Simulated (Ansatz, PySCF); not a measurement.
F4Ti, SMILES [Ti]([F])([F])([F])[F] (connectivity only; charge and spin as stated), charge -1, multiplicity 2. Atoms are numbered in the order given.

```xyz
5

Ti     0.0000     0.0000     0.0000
F      1.1637     1.1637    -0.8795
F      1.1637    -1.1637     0.8795
F     -1.1637    -1.1637    -0.8795
F     -1.1637     1.1637     0.8795
```
Charge -1, spin multiplicity 2.

Geometry optimised at B3LYP-D3(BJ)/def2-SVPD. The multiplicity is an assumed one; other spin states were not compared. The isomer is the one that the SMILES or the coordinates give; other isomers of the formula were not compared.

Two levels are set side by side: PBE-D3(BJ)/def2-SVPD (Ansatz, a program for electronic structure) and B3LYP-D3(BJ)/def2-SVPD (Ansatz). Each level has its own optimised geometry; the coordinates shown are those of the second. Frequencies come from the Hessian of PySCF at each geometry. Differences are taken from unrounded values.

```
quantity                            B3LYP-D3(BJ)  PBE-D3(BJ)  PBE-D3(BJ) minus B3LYP-D3(BJ)
----------------------------------  ------------  ----------  -----------------------------
mean bond length (Å)                       1.866       1.862                         -0.004
bond Ti1–F2 (Å)                            1.866       1.862                         -0.004
bond Ti1–F3 (Å)                            1.866       1.862                         -0.004
bond Ti1–F4 (Å)                            1.866       1.862                         -0.004
bond Ti1–F5 (Å)                            1.866       1.862                         -0.004
highest harmonic wavenumber (cm⁻¹)           628         617                            -10
mean harmonic wavenumber (cm⁻¹)              357         352                             -5
zero-point energy (kcal/mol)                4.60        4.53                          -0.07
```

On these quantities the two levels nearly agree.
